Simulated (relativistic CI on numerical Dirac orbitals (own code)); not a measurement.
# Transition arrays of Ru18+

Method of calculation: Dirac-Coulomb-Breit CI, orbitals from a KLI potential per configuration, model QED (radiative potential, 1s self-energy scaled to tabulated hydrogen-like ionisation energies), valence Slater integrals scaled by 0.9, whole transition arrays (own radial code, finite nucleus).

Configurations in the expansion (outside the closed core [Ne] 3s2): 3p6 3d8, 3p6 3d7 4f, 3p5 3d9, 3p6 3d7 4p, 3p6 3d7 5f. Levels of other configurations are missing.

All E1 lines from the levels of 3p6 3d8; mean and standard deviation are weighted by gf, and upper levels are sorted by their leading configuration.

```tsv
Upper configuration	Lines	Σgf	Mean (eV)	Mean (nm)	σ (eV)	Strongest line (nm)
3p6 3d7 4f	721	199.0	476.36	2.603	4.83	2.573
3p5 3d9	60	18.7	187.16	6.624	11.73	6.168
3p6 3d7 4p	466	17.6	352.07	3.522	4.58	3.546
3p6 3d7 5f	721	93.1	588.77	2.106	5.40	2.093
```

Σgf per state of the lower configuration in bins of 0.2 nm over the central range (centre: value): 2.1: 2.07, 2.5: 2.38, 2.7: 2.04, 3.5: 0.37, 6.1: 0.11, 6.3: 0.02, 6.5: 0.03, 6.7: 0.07.

Q: How do configuration mixing and the scaling of the Slater integrals move the arrays?

A: Slater scale 0.9, no configuration mixing: 3p6 3d7 4f 476.9 ± 4.9 eV (Σgf 214.4), 3p5 3d9 188.0 ± 11.9 eV (Σgf 21.0), 3p6 3d7 4p 352.2 ± 4.6 eV (Σgf 16.5), 3p6 3d7 5f 588.2 ± 5.4 eV (Σgf 69.3); Slater scale 1: 3p6 3d7 4f 477.5 ± 5.2 eV (Σgf 199.6), 3p5 3d9 187.5 ± 12.2 eV (Σgf 18.5), 3p6 3d7 4p 352.2 ± 5.0 eV (Σgf 17.8), 3p6 3d7 5f 589.3 ± 5.9 eV (Σgf 93.6); Slater scale 0.8: 3p6 3d7 4f 475.2 ± 4.4 eV (Σgf 198.4), 3p5 3d9 186.9 ± 11.3 eV (Σgf 18.9), 3p6 3d7 4p 351.9 ± 4.1 eV (Σgf 17.5), 3p6 3d7 5f 588.2 ± 4.9 eV (Σgf 92.7). With mixing, levels are counted to their leading configuration, so an array can shrink or vanish into another, and the sums then hold other lines.
